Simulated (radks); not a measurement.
Values are calculated unless marked as measured or tabulated.
Task: The manganese ion Mn11+ is in [Ne] 3s2 3p(1/2: 2, 3/2: 0). Level of theory: Dirac Kohn-Sham, BLYP, spin-unpolarised, spherical densities, finite nucleus; Fermi nuclear charge, rms radius of each element as measured or else 0.836 A^(1/3) + 0.57 fm (a radial shooting solver on a logarithmic mesh with Libxc functionals). Sub-shells are occupied by j as written (lower j first in brackets). One electron is removed from 3s1/2, 3p1/2, 2p1/2, 2p3/2 in turn, with full relaxation. Which removal costs least, and what does each cost?

Result: 3p1/2 312.39 eV; 3s1/2 344.12 eV; 2p3/2 963.14 eV; 2p1/2 974.21 eV. The 3p1/2 electron leaves first.
